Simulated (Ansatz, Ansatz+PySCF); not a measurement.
```yaml
atoms:
  - { symbol: H, position_ang: [0.0000, 0.0000, -1.4061] }
  - { symbol: Be, position_ang: [0.0000, 0.0000, 0.0000] }
  - { symbol: H, position_ang: [0.0000, 0.0000, 1.4061] }
```

Basis set: 6-31G (spherical functions). All electrons are correlated. Charge 0, multiplicity 1.

Computed with Ansatz (development build ahead of 0.2.0); each method stands on the lowest determinant of its kind that the runs found. Restricted open shells among the atoms or ions are ROHF, correlated in semicanonical orbitals with singles. Restricted functionals stand beside restricted open-shell atoms, which can lie above the unrestricted atoms usual in DFT and then raise those values.

The atomization energy at this shape (free ground-state atoms in the same class of orbitals less the molecule, no zero-point energy) of singlet BeH2:

```
           method  atomization energy
PBE0 (restricted)        608.3 kJ/mol
          RHF-MP2        522.3 kJ/mol
          UHF-MP2        532.2 kJ/mol
              RHF        507.8 kJ/mol
```

(1) What does RHF-CCSD(T) give?

## Answers

(1) 496.0 kJ/mol.

This basis has no polarisation functions and is too small for such energies, which can lie far from measured ones in either direction.
